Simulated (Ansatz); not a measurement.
Frontier orbitals of BrCuH2O, SMILES `[OH2+][Cu-][Br]`.

Charge 0, multiplicity 1. For Cu the d shell is correlated and the shells below it are frozen. Correlated methods include outer-core shells of Br, which these sets cover unevenly. Scalar relativity is left out up to krypton. The geometry is a stationary point of PBE0-D4/def2-TZVP. It is one conformer, not always the lowest. Basis def2-TZVPP, Ansatz.

Wavefunction ionisation energies are left out: the UHF cation lies over 0.3 eV above the hybrids' and is likely on a second state.

```json
{"functional": "LDA (SPW92)", "HOMO (eV)": "-5.37", "LUMO (eV)": "-2.39", "gap (eV)": "2.98"}
{"functional": "PBE", "HOMO (eV)": "-5.14", "LUMO (eV)": "-2.25", "gap (eV)": "2.89"}
{"functional": "PBE0", "HOMO (eV)": "-6.51", "LUMO (eV)": "-1.37", "gap (eV)": "5.14"}
{"functional": "B3LYP", "HOMO (eV)": "-6.29", "LUMO (eV)": "-1.75", "gap (eV)": "4.54"}
{"functional": "CAM-B3LYP", "HOMO (eV)": "-7.85", "LUMO (eV)": "-0.61", "gap (eV)": "7.24"}
{"functional": "LC-ωPBE", "HOMO (eV)": "-9.13", "LUMO (eV)": "0.71", "gap (eV)": "9.84"}
{"functional": "ωB97M-V", "HOMO (eV)": "-8.76", "LUMO (eV)": "0.12", "gap (eV)": "8.88"}
```

A quarter of exact exchange (PBE0) shifts PBE's HOMO by −1.38 eV and its LUMO by +0.88 eV; full exchange at long range (ωB97M-V) shifts them by −3.62 and +2.37 eV. The gap opens from 2.89 to 8.88 eV, since occupied levels lose self-interaction and empty ones feel all the electrons. A positive LUMO is unbound and depends on the basis.

B3LYP here is the variant with VWN-RPA as its local correlation; programs differ in this. LC-ωPBE has ω = 0.4 bohr⁻¹.
